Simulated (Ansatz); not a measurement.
Reaction (cleavage of the Si–P bond): `OP([SiH3])[SiH3]` + `OC1=CS1` → `[SiH3]OC1=CS1` + `OP[SiH3]`

Gas-phase electronic energies from Ansatz, PBE0-D4/def2-TZVP geometries. CCSD(T)/CBS adds triple-zeta CCSD(T) − MP2 to the extrapolated MP2 energy (def2 sets, frozen cores). Functionals use def2-TZVPP. B3LYP here is the variant with VWN-RPA as its local correlation; programs differ in this. One conformer a species, not always the lowest.

`OP([SiH3])[SiH3]`:

Cartesian coordinates in Å:
```
O -1.578 1.285 -0.058
P -0.003 0.997 -0.563
Si 0.934 0.439 1.412
Si -0.225 -1.113 -1.329
H -1.872 2.126 -0.416
H 1.067 1.661 2.247
H 2.287 -0.100 1.106
H 0.147 -0.578 2.159
H -0.904 -2.015 -0.361
H -1.002 -1.086 -2.595
H 1.149 -1.615 -1.602
```

`OC1=CS1`:

Cartesian coordinates in Å:
```
O -0.050 1.533 -0.139
C -0.051 0.225 -0.261
C 0.058 -0.950 0.236
S -0.280 -0.888 -1.618
H 0.114 1.768 0.784
H 0.209 -1.688 0.998
```

`[SiH3]OC1=CS1`:

```xyz
9

Si   -1.133   -1.139   -0.391
O    -0.709    0.459   -0.057
C     0.502    0.821    0.258
C     1.373    1.740    0.413
S     2.024    0.024    0.816
H    -0.543   -2.025    0.637
H    -2.608   -1.125   -0.334
H    -0.653   -1.500   -1.744
H     1.747    2.745    0.403
```

`OP[SiH3]`:

Z-matrix (Å, degrees):
```
Si
P 1 2.260
H 1 1.487 2 112.7
H 1 1.486 2 109.2 3 -121.7
H 1 1.488 2 106.5 3 120.4
O 2 1.666 1 99.0 3 45.3
H 2 1.427 1 92.7 3 -54.8
H 6 0.960 2 109.1 1 143.7
```

```
             level  ΔE (kJ/mol)
              PBE0        -59.2
             B3LYP        -77.6
CCSD(T)/def2-TZVPP        -76.1
      HF/CBS(def2)        -99.3
```

Task: What does CCSD(T)/CBS give? (Estimate.)

Result: Ansatz gave: -74.3 kJ/mol. The listed levels differ from it by 15.1, -3.3, -1.8, -25.0 kJ/mol.

Largest T1 diagnostic among the species: 0.014.

The D4 term adds +3.5 kJ/mol with B3LYP and +1.9 kJ/mol with PBE0; it sums over pairs of atoms, weighted by their polarisabilities, and B3LYP, whose exchange is more repulsive, gets the larger term. From PBE to PBE0 (25 % exact exchange), in def2-TZVPP and without D4, ΔE moves by −5.6 kJ/mol. In def2-TZVPP, CCSD(T) changes the Hartree–Fock value by +21.1 kJ/mol (the triples alone add +3.2 kJ/mol) and MP2 by +17.6 kJ/mol.
